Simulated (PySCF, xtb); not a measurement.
AlH2F, SMILES [AlH2][F].

Harmonic wavenumbers (cm⁻¹) from GFN2-xTB (xtb) at its own minimum, in rising order: 419, 617, 743, 851, 1874, 1876.

**Question.** What does TPSSh-D3(BJ)/def2-TZVP run with PySCF 2.14.0 give at its own minimum? (An estimate is asked for; the answer gives what the named calculation found.)

**Answer.** 546, 622, 763, 837, 1975, 1987. Paired by order, the mean absolute difference is 63 cm⁻¹ and the zero-point energies are 9.1 and 9.6 kcal/mol.
